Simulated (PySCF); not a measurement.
Electron correlation in Kr²⁺ (krypton, charge +2)

[Ar] 3d10 4s2 4p4, high-spin 3P determinant. Computed with PySCF 2.14 in def2-TZVP (6s5p4d1f, 48 functions), with no relativity, point nucleus. Frozen: [Ar] 3d10; 6 electrons correlated.

MP2 pair energies summed by pair of shells (mhartree):

```csv
pair,energy,share (%)
4p-4p,-50.09,46.3
4s-4p,-49.97,46.2
4s-4s,-8.10,7.5
```

Total MP2 correlation energy: -108.16 mhartree.

Same-spin part -24.19 and opposite-spin part -83.97 mhartree; SCS-MP2 scales them by 1/3 and 6/5 to -108.83 mhartree.

```csv
level,correlation energy (mhartree)
CCSD,-128.26
(T),-3.09
CCSD(T),-131.35
```

Diagnostics: T1 = 0.0066, D1 = 0.0212, largest double amplitude 0.044.

Cost of the coupled-cluster step: 1.2 s of wall time on 1 thread of Neoverse-N1 (shared host), for 6 correlated electrons.
